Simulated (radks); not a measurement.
The numbers below are computed, except where a source is named.
The europium ion Eu9+ is in [Kr] 4d10 4f3 5s2 5p3. Level of theory: scalar-relativistic Kohn-Sham, BLYP, spin-polarised, spherical densities, finite nucleus; Fermi nuclear charge, rms radius of each element as measured or else 0.836 A^(1/3) + 0.57 fm (a radial shooting solver on a logarithmic mesh with Libxc functionals). Open shells are filled with parallel spins first. One electron is removed from 4f, 4d, 5s, 5p in turn, with full relaxation. Which removal costs least, and what does each cost?

Answer. 5p 158.28 eV; 4f 170.12 eV; 5s 181.19 eV; 4d 304.74 eV. The 5p electron leaves first.
